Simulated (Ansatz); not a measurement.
The first iterations of a band of Cl2H3NOTi + H4Si (13 atoms, charge 0, multiplicity 1).

Theory: RKS PBE/def2-SVP in Ansatz.

| Quantity | Value |
| --- | --- |
| movable images | 7 |
| climbing image | yes |
| spring | 5.0 eV/Å² |
| optimiser | quadratic models (default) |
| start path | through a guess of the saddle point |
| force threshold | 0.05 eV/Å |
| iteration limit | 60 |
| end points | relaxed |

Image 0:

```xyz
13
Properties=species:S:1:pos:R:3
Ti -0.361 0.581 0.133
Cl -0.285 1.350 2.217
Cl 1.727 0.392 -0.624
N -1.332 1.751 -0.931
H -2.138 1.483 -1.507
H -1.146 2.758 -1.009
O -1.153 -0.993 0.032
H -0.827 -1.905 0.173
Si 1.902 -2.848 1.340
H 0.783 -3.008 0.338
H 3.193 -2.661 0.602
H 1.957 -4.102 2.167
H 1.603 -1.670 2.219
```

Image 8:

```xyz
13
Properties=species:S:1:pos:R:3
Ti -0.166 -0.596 -0.916
Cl -0.747 0.373 3.216
Cl 0.661 -0.767 -2.960
N -0.004 1.037 -0.056
H -0.494 1.261 0.825
H 0.694 1.760 -0.274
O -1.593 -1.469 -0.348
H -2.134 -2.267 -0.481
Si 1.613 -1.745 0.556
H 1.802 -3.236 0.375
H 2.989 -1.123 0.491
H 1.213 -1.606 2.026
H 0.090 -0.497 2.695
```

| iteration | highest image above the first end (eV) | largest band force component (eV/Å) |
| --- | --- | --- |
| 1 | 5.818 | 16.888 |
| 2 | 3.411 | 2.837 |
| 3 | 2.768 | 1.356 |
| 4 | 2.443 | 1.285 |
| 5 | 2.296 | 0.623 |
| 6 | 3.059 | 3.297 |
| 7 | 2.207 | 1.308 |
| 8 | 2.142 | 1.313 |
| 9 | 2.074 | 0.744 |
| 10 | 2.025 | 0.495 |
| 11 | 1.984 | 0.397 |
| 12 | 1.947 | 0.391 |
| 13 | 1.914 | 0.394 |
| 14 | 1.932 | 0.501 |
| 15 | 1.946 | 0.552 |

Problem. Does the band converge within its limit, and where does its top end?

Solution. It converged. It ended after 45 iterations with the highest image 1.957 eV above the first end. Neighbouring images differ by up to 1.4 eV, so the band resolves the path poorly. A vibrational analysis at the climbing image gives one clearly imaginary mode, 139i cm⁻¹: a first-order saddle point. The orbitals stay closed-shell, which can raise the energy where a bond breaks towards radicals; this wasn't checked here.

Time of the run: 25 min on 4 threads of Intel(R) Xeon(R) Processor @ 2.50GHz (Skylake/Cascade Lake), on a shared host, peak memory 0.28 GiB.
